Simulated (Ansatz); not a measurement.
One geometry of the cluster Mg₂Al₂, several levels of theory.

```yaml
crystal:
  periodic: [false, false, false]
  atoms:
    - {symbol: Al, position_ang: [0.946332, -0.075844, -1.327569]}
    - {symbol: Al, position_ang: [0.955729, 0.227651, 1.302342]}
    - {symbol: Mg, position_ang: [-0.829036, -1.579735, 0.185615]}
    - {symbol: Mg, position_ang: [-1.073025, 1.427939, -0.160378]}
basis:
  gaussian: {orbitals: def2-TZVP, initial_orbitals: start.molden}
hamiltonian: {xc: hse06, dispersion: d4}
scf: {omitted_lower_state_checks: [starts]}
output: {orbitals: {seedname: orbitals}}
```

The file start.molden holds the orbitals of an earlier run on this structure, at another level or in another basis.

```sh
$ ansatz run in.yaml --threads 2 --pin off --events-out ev --progress --plain --max-ram 4352MiB
```

Shortened log:

```
Functional definition: HSE06
1134 factors; their error is unknown
103 factors; integrals over basis functions are off by at most 1.1e-6 eV
mean field evaluation 1: about -24069.1695 eV, gradient 2.2e-1 eV
mean field evaluation 2: about -24069.1699 eV, gradient 5.9e-4 eV
mean field evaluation 4: about -24069.2389 eV, gradient 2.6e-5 eV
mean field -24069.23886587 eV, -884.5282136046 hartree, gradient 2.8e-5 eV, S^2 0.000000; 0 other end points of the search recorded, 0 dependent functions left out
reference -24069.23889762 eV, -884.5282147715 hartree; 25, 25 occupied and 113, 113 virtual orbitals, 1134 factors
Total energy: -24069.32900421 eV, -884.5315261274 hartree
Checks for a lower state left out: starts
```

Hardware: 2 threads of Intel Xeon Platinum 8488C on a shared host. Wall time 3.2 s.

As the first input, with `hamiltonian: {xc: lda}` (abridged; 1.6 s):

```
Functional definition: SPW92
mean field -23973.86538068 eV, -881.0233026703 hartree, gradient 2.4e-5 eV, S^2 0.000000
Total energy: -23973.86541114 eV, -881.0233037900 hartree
Checks for a lower state left out: starts
```

The first input with `hamiltonian: {xc: {text: "exchange = 0.90*pbe_x + 0.10*exact_x\ncorrelation = pbe_c"}}` (abridged; 3.3 s):

```
Functional definition: unnamed
mean field -24068.68351709 eV, -884.5078049136 hartree, gradient 1.4e-5 eV, S^2 0.000000
Total energy: -24068.68354565 eV, -884.5078059632 hartree
Checks for a lower state left out: starts
```

The first input with `hamiltonian: {xc: {text: "exchange = 0.50*pbe_x + 0.50*exact_x\ncorrelation = pbe_c"}}` (abridged; 3.1 s):

```
Functional definition: unnamed
mean field -24071.82763181 eV, -884.6233489981 hartree, gradient 1.5e-5 eV, S^2 0.000000
Total energy: -24071.82764787 eV, -884.6233495884 hartree
Checks for a lower state left out: starts
```

The first input with `hamiltonian: {xc: pbe0, dispersion: d4}`, `output: {forces: true, orbitals: {seedname: orbitals}}` (abridged; 3 s):

```
Functional definition: PBE0
mean field -24069.82104473 eV, -884.5496082832 hartree, gradient 4.5e-5 eV, S^2 0.000000
Total energy: -24069.91320087 eV, -884.5529949589 hartree
Atom 0 force    -0.001211    -0.000565     0.000281 eV/Å
Atom 1 force     0.000231    -0.000588     0.000853 eV/Å
Atom 2 force     0.001226     0.000790    -0.000505 eV/Å
Atom 3 force    -0.000245     0.000363    -0.000629 eV/Å
Dipole moment:    -0.553467    -0.044273     0.007146 e Å
Checks for a lower state left out: starts
```

First input, but with `gaussian: {orbitals: def2-SVP, initial_orbitals: start.molden}`, `hamiltonian: {xc: pbe, dispersion: d4}` (abridged; 0.85 s):

```
Functional definition: PBE
mean field -24059.44044832 eV, -884.1681284012 hartree, gradient 1.7e-5 eV, S^2 0.000000
Total energy: -24059.54909127 eV, -884.1721209561 hartree
Checks for a lower state left out: starts
```

The first input with `gaussian: {orbitals: def2-TZVPP, initial_orbitals: start.molden}`, `correlation: {method: ccsd_t}` and without the key `hamiltonian` (abridged; 35 s):

```
Functional definition: HF
mean field evaluation 16: about -24021.6871 eV, gradient 1.4e1 eV
mean field evaluation 32: about -24025.0858 eV, gradient 1.1e-2 eV
mean field evaluation 64: about -24024.4929 eV, gradient 2.8e-3 eV
mean field -24027.28498565 eV, -882.9864369440 hartree, gradient 2.7e-6 eV, S^2 0.000000; 2 other end points of the search recorded, 0 dependent functions left out; unrestricted orbitals would lower it
determinant -24027.28498565 eV, -882.9864369440 hartree, with singles and doubles -24043.05446885 eV, -883.5659547626 hartree
determinant -24025.08577385 eV, -882.9056174010 hartree, with singles and doubles -24041.14959743 eV, -883.4959520290 hartree
determinant -24024.49289646 eV, -882.8838295586 hartree, with singles and doubles -24041.05863362 eV, -883.4926091708 hartree
12 core orbitals not correlated, not the lowest: weight in the atoms' cores, before any rotation towards them, 1.000 or more for the frozen orbitals, at most 0.000 for the correlated occupied ones
second order -14.98512129 eV of doubles, -0.00000000 eV of singles
cycle   1  -15.63070699 eV  change   -2.3e-1 eV  update   2.9e-2
cycle   2  -15.66061231 eV  change   -3.0e-2 eV  update   8.6e-3
cycle   3  -15.65778668 eV  change    2.8e-3 eV  update   5.6e-3
cycle   4  -15.66078597 eV  change   -3.0e-3 eV  update   4.2e-3
cycle   5  -15.66195151 eV  change   -1.2e-3 eV  update   2.9e-3
cycle   6  -15.66210681 eV  change   -1.6e-4 eV  update   1.1e-3
cycle   7  -15.66266467 eV  change   -5.6e-4 eV  update   4.4e-4
cycle   8  -15.66283717 eV  change   -1.7e-4 eV  update   2.0e-4
cycle   9  -15.66274964 eV  change    8.8e-5 eV  update   9.6e-5
cycle  10  -15.66271206 eV  change    3.8e-5 eV  update   4.9e-5
cycle  11  -15.66271001 eV  change    2.0e-6 eV  update   2.7e-5
perturbative correction -0.76406542 eV, -0.0280788864 hartree
Total energy: -24043.71176109 eV, -883.5901098068 hartree
Checks for a lower state left out: starts
```

Geometry: PBE0-D4/def2-TZVP.

HSE06 is defined as in plane-wave codes, on full-range PBE exchange. Correlated methods freeze 12 core orbitals; core or outer-core shells of Mg are correlated, in sets that lack core-valence functions. The restricted singlet is unstable towards broken spin symmetry at other levels; at HSE06-D4/def2-TZVP, LDA (SPW92)/def2-TZVP, PBE with 10 % exact exchange/def2-TZVP, PBE with 50 % exact exchange/def2-TZVP and others this wasn't settled. At PBE0-D4/def2-TZVP, CCSD(T)/def2-TZVPP the restricted singlet (for correlated methods, its reference) is unstable: a solution with broken spin symmetry lies lower. At CCSD(T)/def2-TZVPP T1 of the charge 0 singlet is large (up to 0.024), so the single-reference result is doubtful. The order of the spin states hangs on the level: the triplet lies 0.06 eV below the singlet at PBE with 50 % exact exchange/def2-TZVP, but 0.04 eV above it at HSE06-D4/def2-TZVP. The structure comes from a short search, and lower isomers may exist.
